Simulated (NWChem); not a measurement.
A series in which one site is exchanged, each optimised at PBE0/def2-SVP with NWChem, gas phase unless a solvent is named. All stand in one matching conformer (torsions within 35°), which need not be the lowest. 

A: OB(O)P (BPH$_{4}$O$_{2}$; site = B)
B: [OH][Al]([OH])[PH2] (AlPH4O2; site = Al)
C: [OH][Ga]([OH])[PH2] (GaPH$_{4}$O$_{2}$; site = Ga)

Q: Rank them by static polarisability, CAM-B3LYP/def2-SVPD (bohr³), lowest first.

A: A (50.8), B (60.5), C (63.5)
